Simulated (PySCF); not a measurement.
## NMR parameters of [OsH6]4-

[OsH6]4-, [H6Os]4-, point group C3v.

Geometry:
| atom | x (Å) | y (Å) | z (Å) |
| --- | --- | --- | --- |
| Os1 | -0.269 | -0.282 | 0.275 |
| H2 | 0.332 | 0.328 | 1.740 |
| H3 | 0.027 | 0.040 | -1.286 |
| H4 | 1.286 | 0.055 | -0.034 |
| H5 | -1.745 | 0.302 | -0.326 |
| H6 | 0.006 | 1.287 | -0.022 |
| H7 | 0.364 | -1.729 | -0.346 |

Total charge -4.

GIAO calculations in PySCF on the PBE0-D3(BJ)/def2-SVP structure: isolated species, scalar relativity only through the core potential, equivalent atoms averaged; basis pcSseg-1 (def2-TZVP on Os).

Task: Give the isotropic shieldings (ppm) with B3LYP, PBE0.

Result: 
```
             atoms       environment  B3LYP   PBE0
 H2/H3/H4/H5/H6/H7  hydrogen on a Os  45.96  45.72
HOMO–LUMO gap (eV)                 –   1.93   2.10
```

Task: And the chemical shifts, against references computed in the same way?

Result: 
```
            atoms  nucleus, reference   B3LYP    PBE0
H2/H3/H4/H5/H6/H7             1H, TMS  -14.58  -14.45
```

The ion is multiply charged and has no counter-ions or solvent here.

Os is described by an effective core potential, so it has no shielding of its own here; spin–orbit effects on the atoms bonded to it, which can be large, are absent, and the values of these neighbours are rough. The averaged H atoms aren't alike in the static structure (σ from 44 to 48 ppm); the average presumes fast exchange among these sites.
